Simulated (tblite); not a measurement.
Q: Give a GFN2-xTB geometry of `C/C=C/[C@@H](F)[CH]NC` [radical]. (Doublet state.)

A: 
```xyz
19
C6H11FN angstrom
C      2.5471   -0.8016    0.8448
C      1.6173   -0.2246   -0.1688
C      0.9950    0.9423   -0.0405
C     -0.0351    1.4638   -1.0022
F      0.1905    0.9481   -2.2789
C     -1.3712    1.0374   -0.5017
N     -1.7533   -0.2779   -0.5945
C     -2.4082   -0.9495    0.5013
H      2.6461   -0.1416    1.7031
H      3.5323   -0.9613    0.4072
H      2.1799   -1.7700    1.1866
H      1.4811   -0.8100   -1.0685
H      1.1243    1.5501    0.8437
H      0.0206    2.5544   -1.0981
H     -1.9024    1.6644    0.1903
H     -1.1035   -0.8494   -1.1182
H     -1.7134   -1.2127    1.3095
H     -3.1762   -0.2933    0.9084
H     -2.8806   -1.8594    0.1338
```

Orientation and origin are arbitrary. Atoms count from 1 in this order. C6 (carbon bonded to C, N and H) is almost planar (angles 120.1°, 119.5° and 117.7°, sum 357.3°, 0.12 Å off the plane of its three neighbours). C2 (carbon bonded to 2 C and H) is planar (angles 124.5°, 119.8° and 115.7°, sum 360.0°, 0.01 Å off the plane of its three neighbours). The 2 C–N bonds span 1.373 Å (C6–N7, drawn single) to 1.442 Å (N7–C8, drawn single), a spread of 0.069 Å. C3 (carbon bonded to 2 C and H) is planar (angles 124.3°, 121.1° and 114.2°, sum 359.7°, 0.04 Å off the plane of its three neighbours).

Bonds between heavy atoms (Å): C1–C2 1.492, C2=C3 1.329, C3–C4 1.503, C4–F5 1.395, C4–C6 1.489, C6–N7 1.373, N7–C8 1.442.

Structure optimised with GFN2-xTB, isolated species. This method treats the open shell by occupation alone, without spin polarisation.

Point group: C1 (no symmetry element, even within 0.4 Å). Its GFN2-xTB frequencies are all real (lowest 40 cm⁻¹). Torsions: C2–C3–C4–F5 -28°, C3–C4–C6–N7 -72°, C4–C6–N7–C8 136°.

One conformer stands for the species.

All values are computed, not measured.
